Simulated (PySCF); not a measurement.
Os (osmium, neutral) across methods

[Xe] 4f14 5d5 6s2 7s1, high-spin 7S determinant (an excited configuration). Computed with PySCF 2.14 in aug-cc-pVDZ-PP with ECP60MDF, with scalar relativity through the core potential.

| method | E (hartree) | mean ε 6s α (eV) | mean ε 6s β (eV) | mean ε 7s α (eV) | Σ⟨r²⟩ (bohr²) | ⟨S²⟩ |
| --- | --- | --- | --- | --- | --- | --- |
| LDA | -90.3622 | -11.438 | -9.674 | -1.700 | 114.0 | 12.003 |
| LC-wPBE | -90.5460 | -14.255 | -12.166 | -2.752 | 115.4 | 12.007 |
| MN15 | -90.3890 | -13.044 | -10.990 | -1.591 | 112.1 | 12.001 |
| PBE | -90.5663 | -11.169 | -9.236 | -1.735 | 114.8 | 12.004 |
| r2SCAN | -90.5809 | -11.448 | -9.354 | -1.737 | 114.9 | 12.015 |
| M06-L | -90.5779 | -10.871 | -9.298 | -1.491 | 117.3 | 12.012 |
| UHF | -89.88074 | -13.824 | -10.960 | -2.436 | 117.3 | 12.013 |
| r2SCANh | -90.5629 | -11.770 | -9.650 | -1.829 | 115.0 | 12.014 |
| PBE0 | -90.5312 | -12.009 | -9.947 | -1.988 | 115.3 | 12.005 |

Energies and moments cover only the electrons outside the core potential. Spin-orbit coupling, which splits the p, d and f shells strongly at this Z, is absent. The outer electron is Rydberg-like, and this basis confines it to a smaller radius and binds it less than a complete one would.
